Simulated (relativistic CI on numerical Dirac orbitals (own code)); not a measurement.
# Calculated levels, Hg V

Computed by Dirac-Coulomb-Breit CI, orbitals from a KLI potential per configuration, model QED (radiative potential, 1s self-energy scaled to tabulated hydrogen-like ionisation energies), valence Slater integrals scaled by 0.85, P86 correlation energy added to each configuration (own radial code, finite nucleus).

CI space (outside the closed core [Kr] 4d10 4f14): 5s²5p⁶5d⁸, 5s²5p⁶5d⁷6s, 5s²5p⁶5d⁷5f, 5s²5p⁶5d⁷6p, 5s²5p⁶5d⁷5g, 5s²5p⁶5d⁷7s, 5s²5p⁶5d⁷6d, 5s²5p⁶5d⁶6s6p, 5s²5p⁵5d⁹, 5s²5p⁶5d⁷7p, 5s²5p⁶5d⁷7d, 5s²5p⁶5d⁷8s, 5s²5p⁶5d⁷6f, 5s²5p⁶5d⁷8p, 5s²5p⁶5d⁷8d, 5s²5p⁶5d⁶5f6s, 5s²5p⁵5d⁸5f, 5s²5p⁶5d⁶6p6d, 5s²5p⁵5d⁸5g, 5s5p⁶5d⁹, 5s²5p⁶5d⁶6s², 5s²5p⁶5d⁵5f6s², 5s²5p⁶5d⁵6s²6p, 5s²5p⁶5d⁵5g6s², 5s²5p⁶5d⁵6s²7s, 5s²5p⁶5d⁵6s²6d. Double excitations out of closed p, d and f shells are left out; levels of such configurations are missing from the list, as are those of other unlisted configurations, and high levels can miss mixing partners.

The lowest level is 5s²5p⁶5d⁸ ³F4, with 94 % of that term; Hund's rules for 5s²5p⁶5d⁸ give ³F with J = 4, in agreement.

```tsv
No.	Configuration	Term	J	E (cm⁻¹)	%	Next component (%)	jj configuration (%)
1	5s²5p⁶5d⁸	³F	4	0.0	94	5 ¹G	5d5/2^4 (94)
2	5s²5p⁶5d⁸	¹D	2	8125.2	49	31 ³P	5d5/2^4 (95)
3	5s²5p⁶5d⁸	³F	3	14341.1	99		5d3/2^3 5d5/2^5 (99)
4	5s²5p⁶5d⁸	³P	2	21841.6	51	46 ³F	5d3/2^3 5d5/2^5 (85)
5	5s²5p⁶5d⁸	³P	0	22125.0	80	18 ¹S	5d5/2^4 (81)
6	5s²5p⁶5d⁸	³P	1	26449.4	99	1 5s²5p⁶5d⁷6s ³P	5d3/2^3 5d5/2^5 (99)
7	5s²5p⁶5d⁸	¹G	4	29586.8	94	5 ³F	5d3/2^3 5d5/2^5 (94)
8	5s²5p⁶5d⁸	¹D	2	35920.1	48	34 ³F	5d3/2^2 5d5/2^6 (88)
9	5s²5p⁶5d⁸	¹S	0	63435.6	81	18 ³P	5d3/2^2 5d5/2^6 (81)
10	5d⁷(4F)6s	⁵F	5	93720.4	85	14 ³G	5d5/2^3 6s (84)
11	5d⁷(4F)6s	⁵F	4	101574.5	63	19 ³F	5d5/2^3 6s (62)
12	5d⁷(4F)6s	⁵F	3	107905.7	65	19 ³D	5d5/2^3 6s (45)
13	5d⁷(2P)6s	³P	2	108651.2	32	28 ⁵F	5d5/2^3 6s (78)
14	5d⁷(4F)6s	⁵F	1	110355.7	42	30 ³D	5d5/2^3 6s (65)
15	5d⁷(4F)6s	⁵F	2	111922.0	37	30 ⁵P	5d5/2^3 6s (51)
16	5d⁷(4F)6s	³F	4	112530.4	46	33 ⁵F	5d3/2^3 5d5/2^4 6s (59)
17	5d⁷(4P)6s	⁵P	3	114268.2	60	20 ⁵F	5d3/2^3 5d5/2^4 6s (65)
18	5d⁷(4P)6s	⁵P	1	118690.5	43	27 ³P	5d3/2^3 5d5/2^4 6s (75)
19	5d⁷(2G)6s	³G	5	120157.3	58	24 ³H	5d3/2^3 5d5/2^4 6s (80)
20	5d⁷(4F)6s	³F	3	121820.5	53	20 ⁵P	5d3/2^3 5d5/2^4 6s (93)
21	5d⁷(2G)6s	³G	4	123991.5	35	31 ³H	5d3/2^3 5d5/2^4 6s (95)
22	5d⁷(4F)6s	³F	2	124310.9	46	27 ¹D	5d3/2^3 5d5/2^4 6s (77)
23	5d⁷(2P)6s	¹P	1	126316.2	32	30 ⁵P	5d3/2^3 5d5/2^4 6s (64)
24	5d⁷(4P)6s	³P	2	126458.7	55	19 ⁵F	5d3/2^3 5d5/2^4 6s (39)
25	5d⁷(2H)6s	³H	6	127156.3	100		5d3/2^3 5d5/2^4 6s (100)
26	5d⁷(2P)6s	³P	0	130222.5	99	1 5s²5p⁶5d⁸ ³P	5d3/2^3 5d5/2^4 6s (97)
27	5d⁷(2G)6s	³G	3	130385.4	73	12 ³F	5d3/2^3 5d5/2^4 6s (70)
28	5d⁷(2H)6s	³H	5	131302.1	55	37 ¹H	5d3/2^3 5d5/2^4 6s (91)
29	5d⁷(2G)6s	¹G	4	132374.4	35	30 ³G	5d3/2^3 5d5/2^4 6s (81)
30	5d⁷(2D)6s	³D	3	136758.5	53	31 ³F	5d3/2^2 5d5/2^5 6s (80)
31	5d⁷(4P)6s	³P	2	137889.8	44	25 ³D	5d3/2^2 5d5/2^5 6s (57)
32	5d⁷(4P)6s	³P	1	138167.9	57	18 ³D	5d3/2^2 5d5/2^5 6s (63)
33	5d⁷(2F)6s	³F	2	139648.9	86	5 ³P	5d3/2^3 5d5/2^4 6s (72)
34	5d⁷(4F)6s	³F	2	140691.7	25	23 ¹D	5d3/2^2 5d5/2^5 6s (76)
35	5d⁷(2F)6s	³F	3	140731.6	64	17 ¹F	5d3/2^3 5d5/2^4 6s (75)
36	5d⁷(2P)6s	³P	1	143812.4	50	22 ³D	5d3/2^2 5d5/2^5 6s (69)
37	5d⁷(2H)6s	³H	4	143908.3	51	22 ¹G	5d3/2^2 5d5/2^5 6s (91)
38	5d⁷(2H)6s	¹H	5	145185.3	58	21 ³H	5d3/2^2 5d5/2^5 6s (86)
39	5d⁷(4P)6s	³P	0	147354.3	98	1 5s²5p⁶5d⁶6s² ³P	5d3/2^2 5d5/2^5 6s (97)
40	5d⁷(2F)6s	³F	4	149633.1	70	21 ¹G	5d3/2^2 5d5/2^5 6s (80)
41	5d⁷(2D)6s	³D	2	152249.9	35	34 ¹D	5d3/2^3 5d5/2^4 6s (61)
42	5d⁷(2D)6s	³D	1	152684.5	48	33 ¹P	5d3/2^3 5d5/2^4 6s (54)
43	5d⁷(2F)6s	¹F	3	153214.9	66	21 ³F	5d3/2^2 5d5/2^5 6s (62)
44	5d⁷(2D)6s	³D	1	166773.1	77	9 ³P	5d3/2 5d5/2^6 6s (63)
45	5d⁷(2D)6s	³D	2	167874.4	68	15 ¹D	5d3/2 5d5/2^6 6s (53)
46	5d⁷(2D)6s	³D	3	169769.9	83	9 ¹F	5d3/2^2 5d5/2^5 6s (89)
47	5d⁷(4F)6p	⁵D°	4	171481.9	41	26 ³F°	5d5/2^3 6p1/2 (87)
48	5d⁷(4F)6p	³G°	5	173552.3	36	28 ⁵F°	5d5/2^3 6p1/2 (85)
49	5d⁷(2D)6s	¹D	2	175045.2	79	8 ³D	5d3/2^2 5d5/2^5 6s (72)
50	5d⁷(2P)6p	³P°	1	183122.4	29	22 ³D°	5d5/2^3 6p1/2 (88)
51	5d⁷(2P)6p	³D°	2	183735.9	23	17 ³P°	5d5/2^3 6p1/2 (84)
52	5d⁷(4F)6p	⁵D°	3	184932.6	43	23 ⁵F°	5d3/2^3 5d5/2^4 6p1/2 (59)
53	5d⁷(2D)6p	³D°	2	185087.6	34	16 ⁵F°	5d5/2^3 6p1/2 (75)
54	5d⁷(4F)6p	⁵G°	3	186029.6	29	20 ⁵F°	5d5/2^3 6p1/2 (45)
55	5d⁷(4F)6p	⁵G°	4	186995.5	44	22 ³G°	5d3/2^3 5d5/2^4 6p1/2 (90)
56	5d⁷(4P)6p	⁵S°	2	192034.1	36	16 ⁵F°	5d3/2^3 5d5/2^4 6p1/2 (76)
57	5d⁷(4F)6p	⁵G°	2	193268.5	33	28 ⁵D°	5d3/2^3 5d5/2^4 6p1/2 (83)
58	5d⁷(4F)6p	⁵F°	5	193425.3	54	18 ³G°	5d5/2^3 6p3/2 (72)
59	5d⁷(4F)6p	⁵G°	6	193965.1	78	19 ³H°	5d5/2^3 6p3/2 (88)
60	5d⁷(4F)6p	³D°	1	193983.2	35	26 ⁵F°	5d3/2^3 5d5/2^4 6p1/2 (85)
61	5d⁷(4F)6p	⁵D°	4	194953.6	37	19 ¹G°	5d3/2^3 5d5/2^4 6p1/2 (48)
62	5d⁷(4P)6p	⁵D°	0	195468.3	62	35 ³P°	5d3/2^3 5d5/2^4 6p1/2 (76)
63	5d⁷(4F)6p	³G°	5	197020.1	41	23 ³H°	5d3/2^3 5d5/2^4 6p1/2 (75)
64	5d⁷(4P)6p	³D°	3	197120.4	26	24 ⁵D°	5d3/2^3 5d5/2^4 6p1/2 (66)
65	5d⁷(4P)6p	⁵D°	1	200322.9	25	20 ³S°	5d3/2^3 5d5/2^4 6p1/2 (75)
66	5d⁷(4F)6p	³D°	3	200709.0	58	21 ³F°	5d5/2^3 6p3/2 (72)
67	5d⁷(4F)6p	³F°	4	200820.1	58	11 ⁵F°	5d5/2^3 6p3/2 (41)
68	5d⁷(2H)6p	³I°	6	203244.5	46	34 ¹I°	5d3/2^3 5d5/2^4 6p1/2 (97)
69	5d⁷(2G)6p	³H°	4	204577.8	47	18 ¹G°	5d3/2^3 5d5/2^4 6p1/2 (71)
70	5d⁷(2H)6p	³G°	5	205163.1	71	11 ³H°	5d3/2^3 5d5/2^4 6p1/2 (88)
```

Energies count from the lowest computed level; ° marks odd parity. Percentages are summed over parent terms; the parents shown are those of the largest component, closed shells are left out there. Filled j subshells are mostly left out of the jj labels.

The mean weight of the leading LS term, summed over parents, in these 70 levels is 56 %, and that of the leading jj configuration (from the same eigenvectors) 76 %, so jj coupling describes them better and the LS labels are nominal.

At this charge configurations can still be misplaced by up to about 7 % of their energy. Levels and lines within the n = 5 or 6 shells can be off by up to 10 % or somewhat more, and those that change n by about 2 %, since core polarisation is missing.

LS names give the leading component of a level, which can be under half, so a name can repeat, a term be missing and a line seem to break the LS rules.
